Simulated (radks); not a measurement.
Spherical jellium clusters: N electrons in a uniform positive sphere of charge N and radius rs N^(1/3), rs = 2.61 bohr. Method: non-relativistic Kohn-Sham, LDA (Slater exchange, Perdew-Wang correlation), spin-polarised, spherical densities; computed with a radial shooting solver with Libxc functionals. Levels are named by radial order and angular momentum (1s, 1p, 1d, 2s, ...), and open shells are averaged over m.

N = 27, configuration 1s2 1p6 1d10 2s2 1f(up 7, down 0). This is the lowest configuration that the search found. Occupied and some empty levels:

| level | occupation | eigenvalue (eV) | <r> (bohr) |
|---|---|---|---|
| 1s up | 1 | -9.2343 | 4.671 |
| 1s down | 1 | -8.8895 | 4.434 |
| 1p up | 3 | -7.6206 | 5.647 |
| 1p down | 3 | -7.1035 | 5.523 |
| 1d up | 5 | -5.6678 | 6.357 |
| 1d down | 5 | -5.0653 | 6.323 |
| 2s up | 1 | -4.9376 | 5.437 |
| 2s down | 1 | -4.5824 | 5.572 |
| 1f up | 7 | -3.4577 | 7.019 |
| 1f down | 0 | -2.8357 | 7.077 |
| 2p up | 0 | -2.5891 | 6.869 |
| 2p down | 0 | -2.2600 | 7.025 |
| 1g up | 0 | -1.1075 | 7.840 |
| 2d up | 0 | -0.69261 | 9.439 |
| 1g down | 0 | -0.53729 | 8.106 |
| 2d down | 0 | -0.44510 | 10.10 |

Energy (eV): total -34.0515, kinetic 103.35, external -2963.2, Hartree 1447.2, exchange-correlation -141.49, background 1520.1.
